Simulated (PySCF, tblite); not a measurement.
Parent: `[CH3:1][CH2:2][CH2:3][N:4]([NH:5][CH3:6])[SiH:7]([CH3:8])[CH3:9]` with C1–C2–C3–N4 -65°, C2–C3–N4–N5 -73°, C3–N4–N5–C6 118°, C3–N4–Si7–C8 17°, C6H18N2Si.

Structures optimised with GFN2-xTB, isolated species. One conformer each, not checked by frequencies here.

```csv
coordinate of the parent,value
C1–C2,1.522 Å
C2–C3,1.532 Å
C3–N4,1.446 Å
N4–N5,1.416 Å
N5–C6,1.450 Å
N4–Si7,1.728 Å
Si7–C8,1.895 Å
Si7–C9,1.911 Å
C1–C2–C3,112.2°
C2–C3–N4,113.7°
C3–N4–N5,111.3°
C3–N4–Si7,126.4°
N5–N4–Si7,122.3°
N4–N5–C6,114.5°
N4–Si7–C8,109.5°
N4–Si7–C9,116.3°
C8–Si7–C9,107.2°
```

Problem. How does the shared frame change in `[CH2:1]=[CH:2][N:3]([NH:4][CH3:5])[SiH:6]([CH3:7])[CH3:8]` with C1–C2–N3–N4 2°, C2–N3–N4–C5 78°, C2–N3–Si6–C7 -135°, C5H14N2Si? Atoms pair as C2 = C1, C3 = C2, N4 = N3, N5 = N4, C6 = C5, Si7 = Si6, C8 = C8, C9 = C7 (parent first).

Solution. 
| parent | relative | value in the relative | change |
| --- | --- | --- | --- |
| C2–C3 | C1=C2 | 1.330 Å | -0.202 |
| C3–N4 | C2–N3 | 1.374 Å | -0.072 |
| N4–N5 | N3–N4 | 1.415 Å | -0.001 |
| N5–C6 | N4–C5 | 1.454 Å | +0.004 |
| N4–Si7 | N3–Si6 | 1.747 Å | +0.019 |
| Si7–C8 | Si6–C8 | 1.902 Å | +0.007 |
| Si7–C9 | Si6–C7 | 1.899 Å | -0.012 |
| C2–C3–N4 | C1–C2–N3 | 127.8° | +14.1 |
| C3–N4–N5 | C2–N3–N4 | 120.0° | +8.7 |
| C3–N4–Si7 | C2–N3–Si6 | 127.1° | +0.7 |
| N5–N4–Si7 | N4–N3–Si6 | 112.1° | -10.2 |
| N4–N5–C6 | N3–N4–C5 | 112.8° | -1.7 |
| N4–Si7–C8 | N3–Si6–C8 | 109.8° | +0.3 |
| N4–Si7–C9 | N3–Si6–C7 | 109.3° | -7.0 |
| C8–Si7–C9 | C8–Si6–C7 | 109.1° | +1.9 |

Of the parent's bonds, C2–C3 changes most (-0.202 Å). Point group C1 → C1.

These are computed values.
